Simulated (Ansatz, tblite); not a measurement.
Cost and result up the ladder for the cluster Cu₂Br⁺ (the lowest singlet isomer of a short search) (3 atoms). Total charge 1; singlet. Geometry: PBE0-D4/def2-TZVP.

```xyz
3

Cu    0.607   -0.552    1.692
Cu   -0.364    1.333   -1.275
Br   -0.242   -0.781   -0.417
```

Ansatz on 4 threads of Arm Neoverse V2 on a shared host; xTB runs through tblite on one thread. Times are rough, summed over both states, and most runs start from the orbitals of an earlier one. PBE-QIDH/def2-TZVP serves as the yardstick here, not as an exact answer. The other state is a triplet at its own geometry.

The xTB rows come from tblite. Correlated methods freeze 27 core orbitals; core or outer-core shells of Br are correlated, in sets that lack core-valence functions. The structure comes from a short search, and lower isomers may exist.

Run but left out: HF/STO-3G (triplet: ⟨S²⟩ 4.16, where a pure state has 2.00).

Correlated methods converge slowly with the basis.

xTB has no spin-polarisation term.

```tsv
level	functions	triplet − singlet (eV)	difference from PBE-QIDH/def2-TZVP (eV)
r2SCAN0-D4/def2-TZVP	138	2.65	-0.52
CAM-B3LYP-D4/def2-TZVP	138	3.03	-0.14
GFN1-xTB	27	3.08	-0.09
PBE0-D4/def2-TZVP	138	2.90	-0.28
GFN2-xTB	27	5.43	2.26
PBE-QIDH/def2-TZVP	138	3.18	0.00
```

**Question.** Estimate how long each takes.

**Answer.** GFN1-xTB 0.011 s; GFN2-xTB 0.014 s; PBE0-D4/def2-TZVP 9.6 s; CAM-B3LYP-D4/def2-TZVP 11 s; PBE-QIDH/def2-TZVP 12 s; r2SCAN0-D4/def2-TZVP 17 s. On shared hardware such times vary by a factor of up to 3.
